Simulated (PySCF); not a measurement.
## Static response to an electric field

Species: C4H2F4N2Se.
Geometry (PBE0-D3(BJ)/def2-SVP, Å), atoms numbered from 1 in this order:
```xyz
13
C4H2F4N2Se angstrom
F      1.283    1.786    0.746
C      1.616    0.576    0.350
N      2.782    0.088    0.587
Se     2.802   -1.550   -0.147
N      1.111   -1.402   -0.750
C      0.667   -0.232   -0.393
C     -0.723    0.221   -0.705
C     -1.694   -0.063    0.422
F     -2.909    0.397    0.120
F     -1.801   -1.369    0.661
F     -1.307    0.524    1.559
H     -0.744    1.305   -0.888
H     -1.089   -0.299   -1.600
```

Level: B3LYP/def2-SVPD (PySCF), static field, nuclei fixed, core orbitals frozen in the response. The polarisability tensor in these axes (au):

```
x   105.73 -17.30   3.99
y   -17.30  87.42   6.27
z     3.99   6.27  66.22
```

Diagonalise the tensor; give its mean and Δα, where Δα² is half the sum of the squared differences of the eigenvalues.

Principal values 62.44, 80.79 and 116.14 au; mean 86.46 au = 12.81 Å³ = 14.26 × 10⁻⁴⁰ C²·m²/J; Δα = 47.28 au (55 % of the mean).

What is the dipole moment, and where does it point?

(0.86, -0.37, -1.96) D, 2.17 D in size, pointing from the negative to the positive side. Measured along this direction, the outermost atoms are F11 at the negative end and Se4 at the positive end.

In TDDFT the mean static polarisability is Σ f/ω² over all singlet excitations (ω in hartree). How much of it do the 10 lowest give? Their energies (eV) and oscillator strengths: 4.73, 0.1426; 4.80, 0.0094; 4.91, 0.0003; 5.86, 0.0011; 6.10, 0.0266; 6.26, 0.0003; 6.31, 0.0173; 6.54, 0.0015; 6.93, 0.0061; 6.98, 0.0456.

They add up to 6.72 au, 7.8 % of the 86.46 au; the largest single term is 4.72 au, from the state at 4.73 eV. Terms in order: 4.72, 0.30, 0.01, 0.02, 0.53, 0.00, 0.32, 0.03, 0.09, 0.69 au. Higher excitations give the rest. The strengths listed sum to 0.251.

Refractivity n − 1 of an ideal gas of it at 500 K and 1 atm, from the electronic α?

N = p/kT = 1.4678 × 10¹⁹ cm⁻³, so n − 1 = 2π × N × 12.81 × 10⁻²⁴ cm³ = 1182 × 10⁻⁶ at long wavelengths.

Rayleigh depolarisation ratio (linearly polarised light, static tensor)?

ρ = 3Δα²/(45ᾱ² + 4Δα²) = 6706.8/(336378 + 8942.4) = 0.0194.

Find the Langevin capture rate constant for H3+ (3.023 u) meeting this molecule (233.932 u), k = 2.342 × 10⁻⁹ cm³/s × √(α in Å³ / reduced mass in u).

The reduced mass is 2.98 u, so k = 4.85 × 10⁻⁹ cm³/s. The formula leaves out the permanent dipole, which adds to the capture rate.

Orientational against electronic polarisability at 298 K (dilute gas, rigid molecules)?

In Gaussian units μ²/3kT = 38.10 Å³ against 12.81 Å³, a ratio of 2.97; the Debye molar polarisation (4π/3)N_A(α + μ²/3kT) is 128.4 cm³/mol, leaving out the vibrational part.

Geometry: PBE0-D3(BJ)/def2-SVP, one conformer, isolated molecule. The calculation is non-relativistic, for selenium too.

These values come from a run that also computed excited states. Time: 2.4 min wall, 5.1 min CPU (grids of density and orbitals included); peak memory 1.5 GiB. Hardware: an AMD EPYC with 2 threads, shared host with 64 logical CPUs at a one-minute load of 61.
